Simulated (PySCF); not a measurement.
C3H7NSi. Atoms are numbered in the order given.

```xyz
12

Si    -0.0030     1.8339     0.0000
C      0.0150    -0.0540     0.0000
N      1.0644    -0.8096     0.0000
C      0.2286    -2.0258     0.0000
C     -1.0370    -1.1390     0.0000
H     -0.7337     2.3225    -1.2096
H      1.3956     2.3461     0.0000
H     -0.7337     2.3225     1.2096
H      0.3875    -2.6511     0.8936
H      0.3875    -2.6511    -0.8936
H     -1.6758    -1.1921     0.8959
H     -1.6758    -1.1921    -0.8959
```
Charge 0, spin multiplicity 1.

The structure is a stationary point at PBE0-D3(BJ)/def2-SVP. The structure was generated by enumeration, and PubChem lists no compound with its InChIKey, so it may never have been made.

All values below come from PBE/def2-TZVP (PySCF).

Isolated molecule, no solvent.

- total energy: -462.40410 hartree
- point group: Cs
- highest occupied level: -5.92 eV
- lowest empty level: -1.79 eV
- orbital gap: 4.12 eV
- dipole moment: 0.448 e·Å
- quadrupole, principal values (traceless, Buckingham form, about the centre of nuclear charge): -5.58, 1.08, 4.49 D·Å
- mean static polarisability: 70.5 bohr³ (10.45 Å³)
- polarisability, principal values: 56.0, 65.8, 89.7 bohr³
